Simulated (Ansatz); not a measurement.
Frontier orbitals of C$_{7}$H$_{14}$O$_{3}$SiZr, SMILES `C[O][Zr]1234([OH])([O]C)[C@@H]5[C@H]1[C@H]2[C@@]3([SiH3])[C@@H]54`.

```xyz
26

C     1.649   -2.721   -0.285
O     0.503   -1.946   -0.287
Zr   -0.705   -0.452   -0.098
O    -1.844   -0.880    1.425
O    -1.847   -0.474   -1.658
C    -2.477   -0.053   -2.814
C     0.569    1.536   -1.065
C    -0.552    2.086   -0.398
C    -0.404    1.831    0.974
C     0.805    1.110    1.183
Si    1.481    0.541    2.813
C     1.402    0.950   -0.097
H     2.552   -2.102   -0.194
H     1.640   -3.425    0.556
H     1.727   -3.299   -1.213
H    -2.093   -0.720    2.330
H    -3.567   -0.065   -2.688
H    -2.228   -0.712   -3.655
H    -2.179    0.969   -3.085
H     0.742    1.549   -2.131
H    -1.385    2.589   -0.867
H    -1.111    2.105    1.744
H     0.366    0.406    3.787
H     2.463    1.517    3.360
H     2.166   -0.769    2.659
H     2.328    0.430   -0.298
```

Total charge 0; spin multiplicity 1. Correlated methods include outer-core shells of Zr, which these sets cover unevenly. Zr takes the def2 core potential. The structure was optimised at the PBE0-D4/def2-TZVP level. It is one conformer, not always the lowest. Basis def2-TZVPP, Ansatz 0.2.0.

```tsv
functional	HOMO (eV)	LUMO (eV)	gap (eV)
PBE	-5.88	-1.15	4.73
revPBE	-5.82	-1.06	4.76
B97M-V	-6.24	-1.05	5.19
PBE0	-7.08	-0.31	6.77
r2SCAN0	-7.24	-0.23	7.01
HSE06 (plane-wave form)	-6.69	-0.69	6.00
BHLYP	-8.02	0.69	8.71
ωB97M-V	-9.19	1.17	10.36
```

A quarter of exact exchange (PBE0) shifts PBE's HOMO by −1.20 eV and its LUMO by +0.84 eV; full exchange at long range (ωB97M-V) shifts them by −3.31 and +2.32 eV. The gap opens from 4.73 to 10.36 eV, since occupied levels lose self-interaction and empty ones feel all the electrons. A positive LUMO is unbound and depends on the basis.
